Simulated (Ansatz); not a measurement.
Z-matrix (Å, degrees):
```
C
Sn 1 2.144
H 1 1.090 2 109.9
H 1 1.090 2 109.8 3 -120.0
H 1 1.090 2 109.9 3 120.0
Ge 2 2.598 1 110.5 3 -60.2
H 2 1.712 1 109.3 3 178.8
H 2 1.712 1 109.3 3 60.8
H 6 1.538 2 111.5 1 179.8
H 6 1.539 2 110.6 1 59.5
H 6 1.539 2 110.5 1 -59.8
```

Total charge 0; spin multiplicity 1. Sn takes the def2 core potential.

(1) List the ωB97M-V/def2-TZVPP orbital energies in eV (Ansatz 0.2.0). (Estimate.)

Answers

(1) The calculation gave: Occupied: -10866.33, -1362.21, -1209.94, -1209.93, -1209.93, -281.33, -173.96, -142.68, -123.20, -123.19, -123.19, -97.25, -97.23, -97.20, -36.00, -36.00, -35.97, -35.92, -35.92, -30.86, -30.84, -30.81, -30.72, -30.72, -22.04, -18.40, -16.06, -13.91, -13.87, -11.95, -11.92, -10.98, -10.61, -9.65. Lowest empty: 1.44, 1.61, 2.24, 2.53, 2.92, 3.03, 3.13, 3.98.
